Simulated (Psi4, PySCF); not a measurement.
The PySCF input:
```python
from pyscf import gto, scf, cc

mol = gto.Mole()
mol.atom = '''
    C     0.00052334    0.46021569    0.46078947
    F    -0.00116407   -0.45465534   -0.50735425
    H    -0.95081668    0.65452567    0.91257266
    H     0.95815328    0.67607827    0.88887881
'''
mol.basis = 'cc-pvdz'
mol.spin = 1
mol.verbose = 4
mol.build()

mf = scf.UHF(mol)
mf.kernel()

mycc = cc.CCSD(mf, frozen=2)
mycc.kernel()
et = mycc.ccsd_t()
print('E(CCSD(T)) = %.10f' % (mycc.e_tot + et))
```

### Question
Convert this to an input for Psi4.

### Answer
One answer among several that fit: 
```
memory 2 GB

molecule mol {
0 2
  C     0.000523    0.460216    0.460789
  F    -0.001164   -0.454655   -0.507354
  H    -0.950817    0.654526    0.912573
  H     0.958153    0.676078    0.888879
}

set basis cc-pvdz
set reference uhf
set freeze_core true
set mp2_type conv
set scf_type pk
set puream true
set d_convergence 1e-8

energy('ccsd(t)')
print_variables()
```

Both were run: PySCF gave -138.742219 Eh and Psi4 -138.742219 Eh, 0.000 mEh apart.
